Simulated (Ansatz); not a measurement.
`[F][Ga]([F])[NH][GaH2]` and `[F][Ga]([F])[SH]` differ in one atom or group.

Ansatz, PBE0-D4/def2-TZVP geometries, multiplicity 1. Each molecule was computed in one conformer, which needn't be the lowest.

Scalar relativity is left out up to krypton.

```tsv
property	`[F][Ga]([F])[NH][GaH2]`
LUMO energy (PBE/def2-TZVPP) / eV	-2.26
HOMO–LUMO gap (ωB97M-V/def2-TZVPP) / eV	11.08
LUMO energy (B3LYP/def2-TZVPP) / eV	-1.76
HOMO energy (ωB97M-V/def2-TZVPP) / eV	-10.84
LUMO energy (ωB97M-V/def2-TZVPP) / eV	0.24
size of the dipole moment (PBE/def2-TZVPP) / D	3.05
```

(1) What does the change do to each property? (Estimate.)

## Answers

(1) Ansatz gave: 
```csv
property,`[F][Ga]([F])[SH]`,shift
LUMO energy (PBE/def2-TZVPP) / eV,-2.62,-0.36
HOMO–LUMO gap (ωB97M-V/def2-TZVPP) / eV,11.08,0.00
LUMO energy (B3LYP/def2-TZVPP) / eV,-2.03,-0.27
HOMO energy (ωB97M-V/def2-TZVPP) / eV,-10.81,0.03
LUMO energy (ωB97M-V/def2-TZVPP) / eV,0.26,0.02
size of the dipole moment (PBE/def2-TZVPP) / D,2.18,-0.87
```

With PBE0 the HOMO falls by 0.12 eV and the LUMO falls by 0.20 eV, so the gap narrows by about 0.08 eV. PBE moves the HOMO by -0.16 eV and ωB97M-V by 0.03 eV. The zero-point energy changes by -52.5 kJ/mol with -9 modes. Dipoles are sizes alone; their direction can turn.

Positive LUMOs are unbound, so they and the gaps depend on the basis.

B3LYP here is the variant with VWN-RPA as its local correlation; programs differ in this.
